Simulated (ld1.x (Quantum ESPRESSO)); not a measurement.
**Building the ultrasoft potential for sulfur (S) (PBE, scalar-relativistic).**

The input file (ld1.x (Quantum ESPRESSO) 7.5):

```
&input
   title='S', zed=16., rel=1, dft='PBE', iswitch=3,
   config='[Ne] 3s2 3p4 3d-2',
   nld=3, rlderiv=1.65, eminld=-3.0, emaxld=5.0, deld=0.02
 /
 &inputp
   pseudotype=3, tm=.true., lloc=-1, rcloc=1.40,
   nlcc=.true., rcore=0.90,
   which_augfun='PSQ', rmatch_augfun_nc=.true.,
   file_pseudopw='S.UPF', file_wfcaegen='ae.wfc', file_wfcncgen='nc.wfc', file_beta='beta', file_chi='chi', file_wfcusgen='us.wfc'
 /
6
3S  1  0   2.00   0.00  1.05  1.45  0.0
3S  1  0   0.00  -0.50  1.05  1.45  0.0
3P  2  1   4.00   0.00  1.40  1.50  0.0
3P  2  1   0.00   1.30  1.40  1.50  0.0
3D  3  2  -2.00   0.15  0.90  1.25  0.0
3D  3  2  -2.00   1.20  0.90  1.25  0.0
 &test
   configts(1)='3s2 3p4'
 /
```

Command:

```bash
ld1.x < S.in > S.out
```

Resulting log (shortened: banner, matrices, multipoles, cross overlaps and the repeated all-electron block are left out):

```
Program LD1 v.7.5
     --------------------------- All-electron run ----------------------------

     S
     scalar relativistic calculation

     atomic number is 16.00
     dft =PBE   lsd =0 sic =0 latt =0  beta=0.20 tr2=1.0E-14
     Exchange-correlation= PBE
                           (   1   4   3   4   0   0   0)
     mesh =1151 r(mesh) =  99.72449 a.u. xmin = -7.00 dx = 0.01250
     1 Ry =  13.60569312 eV, c = 137.03599908

     n l     nl                  e(Ry)          e(Ha)          e(eV)
     1 0     1S 1( 2.00)      -176.8331       -88.4165     -2405.9365
     2 0     2S 1( 2.00)       -15.5603        -7.7802      -211.7088
     2 1     2P 1( 6.00)       -11.5030        -5.7515      -156.5061
     3 0     3S 1( 2.00)        -1.2683        -0.6342       -17.2564
     3 1     3P 1( 4.00)        -0.5151        -0.2576        -7.0088

     final scf error:  6.2E-15 reached in  25 iterations

     Etot =    -798.093270 Ry,    -399.046635 Ha,  -10858.612115 eV

     Ekin =     801.127734 Ry,     400.563867 Ha,   10899.898095 eV
     Encl =   -1902.852675 Ry,    -951.426337 Ha,  -25889.629551 eV
     Eh   =     354.564312 Ry,     177.282156 Ha,    4824.093217 eV
     Exc  =     -50.932640 Ry,     -25.466320 Ha,    -692.973876 eV

     normalization and overlap integrals

     s(1S/1S) =  1.000000  <r> =   0.0969  <r2> =    0.0126  r(max) =   0.0633
     s(2S/2S) =  1.000000  <r> =   0.4790  <r2> =    0.2731  r(max) =   0.3877
     s(2P/2P) =  1.000000  <r> =   0.4425  <r2> =    0.2449  r(max) =   0.3254
     s(3S/3S) =  1.000000  <r> =   1.6944  <r2> =    3.3424  r(max) =   1.4048
     s(3P/3P) =  1.000000  <r> =   2.0716  <r2> =    5.1763  r(max) =   1.6119

     ------------------------ End of All-electron run ------------------------

     --------------------- Generating US pseudopotential ---------------------

      Generating local potential from pseudized AE potential:
      Matching radius rcloc =   1.4000

      Local pseudo, rcloc= 1.387 Estimated cut-off energy=    12.62 Ry

      Computing core charge for nlcc:

       r > 0.91 : true rho core
       r < 0.91 : rho core = a sin(br)/r    a=   4.83  b=   2.99

      Integrated core pseudo-charge :   1.86
      Wfc-us  3S rcutus= 1.459  Estimated cut-off energy=    21.11 Ry
      Wfc-us  3S rcutus= 1.459  Estimated cut-off energy=    22.38 Ry
      Wfc-us  3P rcutus= 1.495  Estimated cut-off energy=    33.07 Ry
      Wfc-us  3P rcutus= 1.495  Estimated cut-off energy=    36.51 Ry
      Wfc-us  3D rcutus= 1.255  Estimated cut-off energy=    67.30 Ry
      Wfc-us  3D rcutus= 1.255  Estimated cut-off energy=    68.81 Ry

     Q pseudized with Bessel functions
     Expected ecutrho=     627.8266 due to l1=  2   l2=  2

     ------------------- End of pseudopotential generation -------------------

     Computing logarithmic derivative in   1.64244
     Computing logarithmic derivative in   1.64244
     Computing the partial wave expansion
     R is outside the sphere for l=    0 j= 0.00
     R is outside the sphere for l=    0 j= 0.00
     R is outside the sphere for l=    1 j= 0.00
     R is outside the sphere for l=    1 j= 0.00
     R is outside the sphere for l=    2 j= 0.00
     R is outside the sphere for l=    2 j= 0.00

     ---------------------- Testing the pseudopotential ----------------------

     S
     scalar relativistic calculation

     atomic number is 16.00   valence charge is  6.00
     dft =PBE   lsd =0 sic =0 latt =0  beta=0.20 tr2=1.0E-14
     mesh =1151 r(mesh) =  99.72449 xmin = -7.00 dx = 0.01250

     n l     nl             e AE (Ry)        e PS (Ry)    De AE-PS (Ry)
     1 0     3S   1( 2.00)       -1.26832       -1.26833        0.00001
     2 1     3P   1( 4.00)       -0.51514       -0.51514        0.00000

     eps = 6.1E-18  iter =  4

     Etot =    -798.093270 Ry,    -399.046635 Ha,  -10858.612115 eV
     Etotps =   -22.766077 Ry,     -11.383038 Ha,    -309.748254 eV

     Ekin =       7.556596 Ry,       3.778298 Ha,     102.812726 eV
     Encl =     -43.807538 Ry,     -21.903769 Ha,    -596.031924 eV
     Ehrt =      16.817230 Ry,       8.408615 Ha,     228.810068 eV
     Ecxc =      -7.069995 Ry,      -3.534998 Ha,     -96.192188 eV
     (Ecc =      -2.466842 Ry,      -1.233421 Ha,     -33.563093 eV)
     Epseu=       3.737631 Ry,       1.868816 Ha,      50.853063 eV

     ---------------------- End of pseudopotential test ----------------------
```

Generation and configuration tests took about 1.2 s on one core of a shared server CPU.

Transferability test of the new file with ld1.x, input:

```
&input
   title='S', zed=16., rel=1, dft='PBE', iswitch=2,
   config='[Ne] 3s2 3p4 3d-2'
 /
 &test
   file_pseudo='S.UPF', nconf=8,
   configts(1)='3s2 3p4',
   configts(2)='3s2 3p3',
   configts(3)='3s2 3p2',
   configts(4)='3s2 3p1',
   configts(5)='3s2 3p3.5',
   configts(6)='3s1 3p5',
   configts(7)='3s1 3p4',
   configts(8)='3s0 3p6'
 /
```

```bash
ld1.x < S.test.in > S.test.out
```

Pseudopotential blocks of its output, shortened (energy terms left out):

```
     ---------------------- Testing the pseudopotential ----------------------

     n l     nl             e AE (Ry)        e PS (Ry)    De AE-PS (Ry)
     1 0     3S   1( 2.00)       -1.26832       -1.26833        0.00001
     2 1     3P   1( 4.00)       -0.51514       -0.51514        0.00000

     eps = 6.1E-18  iter =  4

     Etot =    -798.093271 Ry,    -399.046635 Ha,  -10858.612127 eV
     Etotps =   -22.766077 Ry,     -11.383038 Ha,    -309.748254 eV

     ---------------------- End of pseudopotential test ----------------------

          ---------------------- Testing the pseudopotential ----------------------

     n l     nl             e AE (Ry)        e PS (Ry)    De AE-PS (Ry)
     1 0     3S   1( 2.00)       -2.03078       -2.03105        0.00027
     2 1     3P   1( 3.00)       -1.23448       -1.23448        0.00000

     eps = 1.2E-15  iter =  7

     Etot =    -797.228269 Ry,    -398.614134 Ha,  -10846.843171 eV
     Etotps =   -21.901011 Ry,     -10.950505 Ha,    -297.978434 eV
     dEtot_ae =       0.865002 Ry
     dEtot_ps =       0.865066 Ry,   Delta E=      -0.000063 Ry

     ---------------------- End of pseudopotential test ----------------------

          ---------------------- Testing the pseudopotential ----------------------

     n l     nl             e AE (Ry)        e PS (Ry)    De AE-PS (Ry)
     1 0     3S   1( 2.00)       -2.89551       -2.89617        0.00066
     2 1     3P   1( 2.00)       -2.05644       -2.05637       -0.00007

     eps = 3.9E-17  iter =  9

     Etot =    -795.590456 Ry,    -397.795228 Ha,  -10824.559602 eV
     Etotps =   -20.263110 Ry,     -10.131555 Ha,    -275.693654 eV
     dEtot_ae =       2.502814 Ry
     dEtot_ps =       2.502967 Ry,   Delta E=      -0.000152 Ry

     ---------------------- End of pseudopotential test ----------------------

          ---------------------- Testing the pseudopotential ----------------------

     n l     nl             e AE (Ry)        e PS (Ry)    De AE-PS (Ry)
     1 0     3S   1( 2.00)       -3.83970       -3.84062        0.00091
     2 1     3P   1( 1.00)       -2.96012       -2.95951       -0.00061

     eps = 1.4E-15  iter =  9

     Etot =    -793.088429 Ry,    -396.544214 Ha,  -10790.517782 eV
     Etotps =   -17.761198 Ry,      -8.880599 Ha,    -241.653409 eV
     dEtot_ae =       5.004842 Ry
     dEtot_ps =       5.004879 Ry,   Delta E=      -0.000037 Ry

     ---------------------- End of pseudopotential test ----------------------

          ---------------------- Testing the pseudopotential ----------------------

     n l     nl             e AE (Ry)        e PS (Ry)    De AE-PS (Ry)
     1 0     3S   1( 2.00)       -1.63479       -1.63491        0.00012
     2 1     3P   1( 3.50)       -0.86020       -0.86020        0.00000

     eps = 2.8E-15  iter =  7

     Etot =    -797.750778 Ry,    -398.875389 Ha,  -10853.952278 eV
     Etotps =   -22.423558 Ry,     -11.211779 Ha,    -305.088049 eV
     dEtot_ae =       0.342493 Ry
     dEtot_ps =       0.342519 Ry,   Delta E=      -0.000026 Ry

     ---------------------- End of pseudopotential test ----------------------

          ---------------------- Testing the pseudopotential ----------------------

     n l     nl             e AE (Ry)        e PS (Ry)    De AE-PS (Ry)
     1 0     3S   1( 1.00)       -1.31802       -1.31738       -0.00064
     2 1     3P   1( 5.00)       -0.55568       -0.55583        0.00015

     eps = 8.8E-15  iter =  7

     Etot =    -797.335435 Ry,    -398.667718 Ha,  -10848.301246 eV
     Etotps =   -22.008613 Ry,     -11.004307 Ha,    -299.442435 eV
     dEtot_ae =       0.757836 Ry
     dEtot_ps =       0.757464 Ry,   Delta E=       0.000372 Ry

     ---------------------- End of pseudopotential test ----------------------

          ---------------------- Testing the pseudopotential ----------------------

     n l     nl             e AE (Ry)        e PS (Ry)    De AE-PS (Ry)
     1 0     3S   1( 1.00)       -2.07941       -2.07908       -0.00034
     2 1     3P   1( 4.00)       -1.27665       -1.27694        0.00029

     eps = 6.6E-16  iter =  7

     Etot =    -796.428698 Ry,    -398.214349 Ha,  -10835.964466 eV
     Etotps =   -21.101602 Ry,     -10.550801 Ha,    -287.101927 eV
     dEtot_ae =       1.664572 Ry
     dEtot_ps =       1.664474 Ry,   Delta E=       0.000098 Ry

     ---------------------- End of pseudopotential test ----------------------

          ---------------------- Testing the pseudopotential ----------------------

     n l     nl             e AE (Ry)        e PS (Ry)    De AE-PS (Ry)
     1 0     3S   1( 0.00)       -1.36416       -1.36275       -0.00141
     2 1     3P   1( 6.00)       -0.59357       -0.59379        0.00022

     eps = 5.6E-15  iter =  7

     Etot =    -796.568914 Ry,    -398.284457 Ha,  -10837.872201 eV
     Etotps =   -21.243286 Ry,     -10.621643 Ha,    -289.029631 eV
     dEtot_ae =       1.524356 Ry
     dEtot_ps =       1.522791 Ry,   Delta E=       0.001566 Ry

     ---------------------- End of pseudopotential test ----------------------
```
